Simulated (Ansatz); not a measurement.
`C[Si]SC` + HCl → `CS[Si]Cl` + CH₄  (ligand exchange at the Si–C bond)

Isolated molecules relaxed with PBE0-D4/def2-TZVP in Ansatz; ΔE leaves out vibrations. CCSD(T)/CBS is extrapolated from def2-TZVPP and def2-QZVPP, frozen cores. One conformer a species, not always the lowest.

```csv
species,CCSD/def2-QZVPP energy (Eh)
`C[Si]SC`,-766.48641
HCl,-460.35504
`CS[Si]Cl`,-1186.44561
CH₄,-40.44412
```

(1) Work out ΔE.

Largest T1 diagnostic among the species: 0.014.

## Answers

(1) ΔE = (-1186.44561) + (-40.44412) − (-766.48641) − (-460.35504) = -0.04828 Eh = -30.3 kcal/mol. CCSD(T)/CBS gives -31.2 kcal/mol.
